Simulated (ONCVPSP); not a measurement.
# An odd input for ONCVPSP 4.0.1 (K)

Command:

```bash
oncvpsp.x < K.dat > K.out
```

Input:

```
# ATOM AND REFERENCE CONFIGURATION
# atsym  z   nc   nv     iexc    psfile
  K 19.00    3    3        4      upf
#
#   n    l    f
    1    0    2.00
    2    0    2.00
    2    1    6.00
    3    0    2.00
    3    1    6.00
    4    0    1.00
#
# PSEUDOPOTENTIAL AND OPTIMIZATION
# lmax
    1
#
#   l,   rc,      ep,       ncon, nbas, qcut
    0    1.95    0.00    4    8    4.70
    1    1.70    0.00    4    8    7.90
    2    1.75    0.06    4    7    4.80
#
# LOCAL POTENTIAL
# lloc, lpopt,  rc(5),   dvloc0
    4    5    1.55    6.00
#
# VANDERBILT-KLEINMAN-BYLANDER PROJECTORs
# l, nproj, debl
    0    2    0.70
    1    1    1.20
    2    2    2.60
#
# MODEL CORE CHARGE
# icmod, fcfact, rcfact
    1    0.40    0.00
#
# LOG DERIVATIVE ANALYSIS
# epsh1, epsh2, depsh
   -3.00    5.00    0.02
#
# OUTPUT GRID
# rlmax, drl
    6.00    0.01
#
# TEST CONFIGURATIONS
# ncnf
    4
# nvcnf
#   n    l    f
    3
    3    0    2.00
    3    1    6.00
    4    0    0.00
#
    3
    3    0    2.00
    3    1    6.00
    4    0    0.50
#
    4
    3    0    2.00
    3    1    6.00
    4    0    0.00
    4    1    1.00
#
    3
    3    0    1.00
    3    1    6.00
    4    0    1.00
#
```

This is an input that runs to its end, with one change: lmax lowered by one with the lists unchanged.

Problem. How does the run end?

Solution. The program refuses the input: "Read ERROR, input data file line 20".

```
ONCVPSP  (Optimized Norm-Conservinng Vanderbilt PSeudopotential)
scalar-relativistic version 4.0.1

Read ERROR, input data file line  20
Program will stop
```
